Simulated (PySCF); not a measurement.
C7H13FOSi.
Atom-mapped SMILES: `[OH:1][SiH2:2]/[C:3](=[CH:4]\[CH:5]1[CH2:6][CH2:7]1)[CH2:8][CH2:9][F:10]`

NICS = −σ at a ghost point: NICS(0) at the centroid of the ring atoms, NICS(1) 1 Å to either side along the normal of their mean plane, zz for the tensor component along that normal. Level: GIAO PBE0/pcSseg-1 (PySCF, non-relativistic, gas phase) on the GFN2-xTB geometry, one conformer.

Ring bond lengths (Å), with Mayer bond orders in brackets: C5–C6 1.507 (0.93), C6–C7 1.492 (0.97), C7–C5 1.509 (0.92).

Question: What do the NICS probes read (ppm)?

Answer: 
```csv
ring,type,NICS(0),"NICS(1), two faces","NICS(1)zz, two faces",rms pucker (Å),"centre to ring atoms, mean (Å)"
C5–C6–C7,3-membered carbocycle; formal bonds all single,-43.0,-8.4 / -8.0,-23.0 / -22.2,0.00,0.87
```

Question: What do they say, and how far can they be read as aromaticity?

Answer: 
- C5–C6–C7: mean NICS(1)zz -22.6 ppm, shielded. C5, C6, C7 have four or more neighbours, so the value isn't read as a sign of a π ring current. NICS(0) lies 35 ppm below the mean NICS(1).

Question: What is the mean of the two in-plane components of NICS at the second NICS(1) probe listed for ring C5–C6–C7, 1 Å off the ring?

Answer: The isotropic value is a third of the trace: (3 × -8.0 − (-22.2))/2 = -0.9 ppm.

Question: Give the inner angles of the rings and the Hirshfeld charges of the ring atoms.

Answer: 
- C5–C6–C7: C5 59.3° (-0.039 e), C6 60.4° (-0.085 e), C7 60.3° (-0.085 e); sum 180.0° against 180° for a flat convex ring.
